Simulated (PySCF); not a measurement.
An unknown is described by computed data only.

Formula: C6H16AlN.

| Item | Value |
| --- | --- |
| Triplet | lowest triplet excitation (Tamm–Dancoff): 5.26 eV [TDA CAM-B3LYP/def2-SVPD] |
| XPS | C1s 289.4 (×2), C1s 290.1 (×3), C1s 291.2, N1s 403.3, Al1s 1565.6 eV [ΔSCF SCAN, pcX-2 on the ionised atom, pcseg-1 elsewhere, spin-free X2C] |
| Dipole | 0.58 D [CAM-B3LYP/def2-SVPD] |
| Rotational structure | rotational constants A, B, C: 2.463, 0.958, 0.820 GHz [PBE0-D3(BJ)/def2-SVP] |
| UV, strongest line | among the 15 lowest singlet transitions: S2 at 6.26 eV (198 nm, f = 0.129) [TDDFT CAM-B3LYP/def2-SVPD] |
| NMR, other nuclei | isotropic shieldings of nuclei other than C and H, by class: 145 (1 N), 316 (1 Al) ppm [GIAO B3LYP/pcSseg-1 (pcSseg-2 on Al)] |
| 13C NMR | chemical shifts (computed TMS as zero) by class: 50.0 (1 C), 37.9 (3 C), -11.7 (2 C) ppm [GIAO B3LYP/pcSseg-1 (pcSseg-2 on Al)] |

Gas-phase values; electronic properties from PySCF, density fitting. Levels stand in brackets. Geometry: PBE0-D3(BJ)/def2-SVP; no solvent, vibrations or thermal averaging. NMR classes are plain means over equivalent atoms (diastereotopic ones count apart unless rotation or inversion swaps them), as if these changed places fast.

Problem. Give a SMILES that accounts for the data.

Solution. 6 carbons fall into 3 classes; from least to most shielded: carbon bonded to 3 C and N (50.0 ppm), carbon bonded to C and 3 H (37.9 ppm, 3 C, up to 2.6 ppm apart in this geometry), carbon bonded to Al and 3 H (-11.7 ppm, 2 C, up to 2.9 ppm apart in this geometry). The other shieldings belong to: 145 ppm, nitrogen bonded to Al, C and H; 316 ppm, aluminium bonded to 2 C and N. The core levels belong to: C1s 289.4 eV, carbon bonded to Al and 3 H; C1s 290.1 eV, carbon bonded to C and 3 H; C1s 291.2 eV, carbon bonded to 3 C and N; N1s 403.3 eV, nitrogen bonded to Al, C and H; Al1s 1565.6 eV, aluminium bonded to 2 C and N. One atom of each topological class was ionised and stands for its class. The optimised geometry has point group C1 and is an asymmetric top. Structure: `[Al]([CH3])([CH3])[NH]C(C)(C)C` (AlMe2(NHtBu)). Computed isomers that give other values at the same levels: `[CH3][Al@@H-]1[CH2]CC[N+]1(C)C` (core binding energies: C1s 288.8, C1s 288.8, C1s 290.5, C1s 291.6, C1s 291.9, C1s 292.0, N1s 406.1, Al1s 1564.7 eV); `CC[N](CC)[Al]([CH3])[CH3]` (13C chemical shifts (computed TMS as zero) by class: 42.9 (2 C), 18.9 (2 C), -14.2 (2 C) ppm). The assignments are read from this structure; whether some other isomer fits the data as well wasn't checked.
